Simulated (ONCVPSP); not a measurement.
Plane-wave convergence, ONCV potential for cerium (Ce)

ONCVPSP 4.0.1 input, shortened (lines: element, Z, core and valence counts, functional; n l f; lmax; l rc ep ncon nbas qcut; lloc lpopt rc5 dvloc0; l nproj debl; icmod fcfact rcfact), PW91, scalar-relativistic:

```
  Ce 58.00    9    5  -109134      upf
    1    0    2.00
    2    0    2.00
    2    1    6.00
    3    0    2.00
    3    1    6.00
    3    2   10.00
    4    0    2.00
    4    1    6.00
    4    2   10.00
    4    3    1.00
    5    0    2.00
    5    1    6.00
    5    2    1.00
    6    0    2.00
    3
    0    2.80    0.00    3    7    4.30
    1    2.55    0.00    3    6    5.10
    2    4.00    0.00    3    7    3.20
    3    1.55    0.00    3    8   11.90
    4    5    1.05   -1.00
    0    2    1.90
    1    2    1.00
    2    1    2.50
    3    1    3.40
    1    0.20    0.00
```

**Question.** For each optimised wave give the share of its norm inside rc, the residual kinetic energy above qcut (Ha) and the cutoffs (Ha) for errors of 10, 1, 0.1 and 0.01 mHa per electron.

**Answer.**

```
         wave  norm inside rc  residual KE  10 mHa  1 mHa  0.1 mHa  0.01 mHa
           5s           0.984      7.6e-07     2.2    4.2      6.5       7.9
           6s           0.125      2.6e-06     1.8    4.7      6.9       8.7
           5p           0.897      1.0e-06     3.9    5.2      8.5      10.9
p projector 2           0.119      1.6e-06     3.6    5.2      9.4      11.5
           5d           0.818      1.6e-05     3.1    3.8      4.7       6.4
           4f           0.816      9.3e-07    47.2   54.5     60.4      64.9
```

The occupied waves need 55 Ha and 60 Ha for 1 and 0.1 mHa. Note: ghosts flagged at negative energy: s at -170.7 eV, p at -14.2 eV; GHOST(+) flagged for d at 40.4 eV. A true bound ghost makes a file unfit for plane-wave use.
